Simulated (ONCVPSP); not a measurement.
## Before and after: ONCV potential for Sb

- Element: Sb (Z = 51)
- Generator: ONCVPSP 4.0.1
- Type: optimised norm-conserving Vanderbilt (ONCV)
- Functional: PBEsol
- Relativity: fully relativistic
- Frozen core: [Ar] 3d10
- Valence charge: 23
- Reference configuration: 4s2 4p6 4d10 5s2 5p3
- Partial waves: 4s+5s: rc 1.20 bohr, ncon 4, nbas 8, qcut 9.3 1/bohr, 2 projectors; 4p+5p: rc 1.45 bohr, ncon 5, nbas 8, qcut 10.5 1/bohr, 2 projectors; 4d: rc 1.40 bohr, ncon 4, nbas 9, qcut 12.9 1/bohr, 2 projectors, debl 1.2 Ha
- Local potential: polynomial inside 1.10 bohr (lpopt 4, dvloc0 1 Ha)
- Core correction: Teter function, fcfact 3, rcfact 1.3

Open shells are filled in proportion to 2j + 1.

In the d channel the program set the typed energies aside and used -1.210, 0.250 Ha (j = l + 1/2; the other j can differ).

Change: all radii but the core radius scaled by about 1.35 (s 1.62, p 1.96, d 1.88 bohr); local potential polynomial inside 1.48 bohr (lpopt 4, dvloc0 1 Ha).

Cutoffs: the cutoffs (Ha) at which the residual kinetic energy of the hardest occupied pseudo-wave falls to 1 and 0.1 mHa per electron; they do not see the model core or the augmentation charge, which bear on the density cutoff. Errors are all-electron minus pseudo energies relative to the spin-unpolarised reference configuration.

**Question.** How do hardness, ghosts and transferability respond?

**Answer.** The potential gets softer (49 Ha and 58 Ha → 45 Ha and 54 Ha); of the 4 tests that both files solve, the error grows in 1 and shrinks in 2 by more than 15 % and 0.3 meV (median size 0.9 → 0.3 meV); neither file shows a bound ghost. A larger radius leaves more room for a smooth pseudo-wave, so fewer plane waves are needed.

```csv
quantity,base,changed
"cutoff, loose",49 Ha,45 Ha
"cutoff, tight",58 Ha,54 Ha
loose cutoff by channel,"s 36 Ha, p 34 Ha, d 49 Ha","s 26 Ha, p 28 Ha, d 45 Ha"
bound ghosts,none,none
GHOST(+) flags under 300 eV,none,none
"error for 4s2 4p6 4d10 5s2 5p2, meV [ΔE 8.36 eV]",+0.3,0.0
"error for 4s2 4p6 4d10 5s2 5p1, meV [ΔE 24.39 eV]",+0.8,+0.1
"error for 4s2 4p6 4d10 5s2 5p0, meV [ΔE 48.87 eV]",+1.0,-0.4
"error for 4s2 4p6 4d9 5s2 5p3, meV [ΔE 40.66 eV]",+7.9,+26
"rms error of d²Exc/dni dnj with the model core, mHa",4.88,4.72
```
